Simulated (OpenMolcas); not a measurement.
**Mo3+: the spin-orbit constant, worked from levels**

```yaml
Program: OpenMolcas
Basis: ANO-R2 [7s5p4d2f1g]
Scalar_Hamiltonian: X2C, finite nucleus
Active_space: 3 electrons in 5 orbitals (4d)
State_averaging: 2S+1 = 4 even, 10 roots; 2S+1 = 2 even, 40 roots
Spin-orbit_coupling: RASSI with atomic mean-field integrals over the reference wave functions, term energies averaged over their components
```

Methods: CASSCF; MS-CASPT2, IPEA 0.25 Eh, imaginary shift 0.1 Eh (closed shells correlated: 4s 4p). Measured levels: Sugar and Musgrove, J. Phys. Chem. Ref. Data 17, 155 (1988).

**The spin-orbit constant.** For the Hund term ⁴F of d3, E(J) = (A/2) J(J+1) + constant and ζ = 2S·A = 3A. From J = 3/2 to J = 9/2 the energy changes by 10.5 A.

```
   Source  E(9/2) - E(3/2)      A    ζ
   CASSCF           2854.3  271.8  816
MS-CASPT2           2859.3  272.3  817
 measured           2864.6  272.8  818
```

All in cm-1. MS-CASPT2 is off by -0.2 % and CASSCF by -0.4 %. Both methods take the spin-orbit matrix elements from the reference wave functions, so the second can move ζ only through the term energies and any multistate remixing. Second-order mixing with other terms is absorbed into this ζ.

CASPT2 breaks the degeneracy within a term, and the mean is taken; among the terms shown or strongly mixed into the levels shown the widest spread is 750 cm-1 (4d³ ⁴F, MS-CASPT2). Without dynamic correlation excited terms often stand tens of per cent too high (terms of higher spin than the ground term too low), and those without a measured partner can miss by more than the paired ones (holds for CASSCF). Measured partners are found by configuration, term and J. A level has none where our copy of the source lacks it or the pairing is in doubt (some pairs that miss far off the trend of their configuration count as doubtful), and it then counts in no deviation. Levels of configurations outside the active space are missing.
